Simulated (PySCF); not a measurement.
A calculated (UHF, PySCF 2.14, def2-SVP, no relativity, point nucleus) atom or ion has these occupied shells.

```csv
shell,electrons,orbital energy (eV),"rms radius, mean of both spins (bohr)"
1s α,1,-978.39,0.183
1s β,1,-972.20,0.183
2s α,1,-125.52,0.882
2s β,1,-105.73,0.882
2p α,3,-98.535,0.831
```

(1) Name the element and its charge.

Answers

(1) Ne³⁺ (neon, charge +3), in [He] 2s2 2p3, high-spin 4S determinant.
